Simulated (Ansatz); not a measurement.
Reaction (formal exchange of groups at the Sn–Al bond): `[CH3][SnH]([OH])[AlH2]` + CH₄ → `[CH3][SnH]([CH3])[OH]` + `[AlH3]`

Program: Ansatz. Geometries: PBE0-D4/def2-TZVP. ΔE: electronic, gas phase. CCSD(T)/CBS is the MP2 limit (def2-TZVPP, def2-QZVPP) plus CCSD(T) − MP2 in def2-TZVPP, frozen cores. This one scheme is used for every species. DFT in def2-TZVPP. B3LYP here is the variant with VWN-RPA as its local correlation; programs differ in this. Elements past krypton have def2 core potentials. For Sn outer-core shells are correlated without core-valence functions, which leaves a few kJ/mol of doubt a bond. Each species was taken in one conformer, which may not be the lowest.

(1) Is it downhill or uphill in electronic energy at CCSD(T)/CBS, and by how much? (Best estimate.)

(2) What do these levels give: PBE-D4, r2SCAN-D4, B3LYP-D4, PBE, r2SCAN, B3LYP, SCS-MP2/def2-TZVPP, HF/def2-QZVPP, SCS-MP2/def2-QZVPP, HF/CBS(def2), MP2/CBS(def2), CCSD/CBS(def2)? (An estimate is asked.)

Largest T1 diagnostic among the species: 0.013.

Answers

(1) Computed: Uphill: ΔE = +55.5 kJ/mol.

(2) The calculation gave: PBE-D4 69.7, r2SCAN-D4 65.0, B3LYP-D4 62.4, PBE 70.7, r2SCAN 65.3, B3LYP 63.9, SCS-MP2/def2-TZVPP 50.8, HF/def2-QZVPP 53.8, SCS-MP2/def2-QZVPP 51.2, HF/CBS(def2) 53.7, MP2/CBS(def2) 52.9, CCSD/CBS(def2) 55.5 kJ/mol.

From PBE to PBE0 (25 % exact exchange), in def2-TZVPP and without D4, ΔE moves by −3.3 kJ/mol.
